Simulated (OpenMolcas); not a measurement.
# Tm2+: ligand-field states by method

Tm2+ with 6 ligands (fluoride) in trigonal antiprismatic coordination (D3d) at 2.34 Å, a polar angle of 59.7° against the regular 54.74°. A charge of +0.667 e stands 3.2 Å behind each ligand. Ligand basis ANO-RCC-VDZP.

```yaml
Program: OpenMolcas 26.06
Basis: ANO-RCC-VDZP [7s6p4d2f1g]
Scalar_Hamiltonian: DKH2, point nucleus
Active_space: 13 electrons in 7 orbitals (4f)
State_averaging: 2S+1 = 2 odd, 7 roots
Spin-orbit_coupling: RASSI with atomic mean-field integrals over the reference wave functions
```

I. CASSCF
II. SS-CASPT2, IPEA 0.25 Eh, imaginary shift 0.1 Eh (closed shells correlated: 5s 5p and the ligand valence shells)

Spin-free states (labels of D3, the rotations of D3d) in cm-1, each column counted from its own energy of the first state listed:

```csv
State,Degeneracy,I,II
2A2,1,0,0
2A1,1,230,300
2E,2,322,360
2E,2,749,810
2A2,1,861,1020
```

With spin-orbit coupling the lowest J multiplet is 701 (I), 789 (II) cm-1 wide, a factor of 1.13 from I to II.

χT at 300 K: I 2.42, II 2.39 cm3 K/mol.

Over all roots computed the reference weight is 0.66 in II; a low but even weight reflects the number of correlated electrons. Without dynamic correlation the ligand-field splitting of an f shell can come out too small, at times by half (holds for I). Splittings of an f shell from a small cluster at a set distance can be off by tens of per cent, mostly too small (holds for II). No measured value stands beside these numbers; the geometry was imposed, not optimised, and the real ion may take another.
